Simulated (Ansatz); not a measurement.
Geometry optimisation, Ansatz, RKS BHLYP/def2-SVP.

The input (input.yaml):

```yaml
crystal:
  periodic: [false, false, false]
  atoms:
    - { symbol: "N", position_ang: [0.1161, 0.5816, 1.4766] }
    - { symbol: C, position_ang: [-0.324, -0.6016, 0.7309] }
    - { symbol: O, position_ang: [0.6403, -1.0988, -0.1057] }
    - { symbol: Si, position_ang: [0.4614, -0.4045, -1.4985] }
    - { symbol: F, position_ang: [-0.9696, -0.956, -2.1903] }
    - { symbol: H, position_ang: [1.0577, 0.5836, 1.6975] }
    - { symbol: H, position_ang: [-0.0153, 1.455, 0.8832] }
    - { symbol: H, position_ang: [-1.3321, -0.693, 0.4711] }
    - { symbol: H, position_ang: [0.4539, 1.0873, -1.4818] }
basis:
  gaussian: { orbitals: def2-SVP }
hamiltonian:
  xc: { name: BHLYP }
relax:
  f_tol: 0.015
  max_steps: 40
output:
  orbitals: {}
```

Command:

```bash
$ ansatz run input.yaml --threads 1 --pin off --max-ram 2048MiB --backend cpu --events-out ev --progress --plain --runs-dir out
```

Q: Where does it end, and by what steps?

A: It converged. After 21 steps the energy has fallen by 3.543 eV; H7 moved furthest, 1.77 Å.

```csv
step,energy less start (eV),largest force component (eV/Å),accepted
0,0.0000,5.747,yes
1,-1.2258,5.611,yes
2,-2.1982,3.505,yes
3,-2.7273,2.978,yes
4,-3.0402,0.995,yes
5,-3.1424,0.617,yes
6,-3.2139,0.910,yes
7,-3.2901,0.341,yes
8,-3.3321,0.494,yes
9,-3.3644,0.554,yes
10,-3.4031,0.729,yes
11,-3.4245,1.252,yes
12,-3.4696,0.494,yes
13,-3.4880,0.373,yes
14,-3.5043,0.797,yes
15,-3.5182,0.418,yes
16,-3.5367,0.380,yes
17,-3.5403,0.109,yes
18,-3.5398,0.058,no
19,-3.5420,0.046,yes
20,-3.5424,0.030,yes
21,-3.5427,0.009,yes
```

```xyz
9
Properties=species:S:1:pos:R:3
N 0.161 0.497 1.717
C -0.097 0.018 0.512
O 0.785 -0.229 -0.304
Si 0.429 -1.027 -2.090
F -1.214 -0.875 -1.782
H 1.113 0.678 1.989
H -0.580 0.684 2.367
H -1.147 -0.158 0.258
H 0.639 0.365 -2.684
```

Whether the end is a true minimum wasn't checked by a vibrational analysis.

Time of the run: 3.7 min on 1 thread of Intel(R) Xeon(R) Processor @ 2.50GHz (Skylake/Cascade Lake) (shared host), peak memory 0.2 GiB.
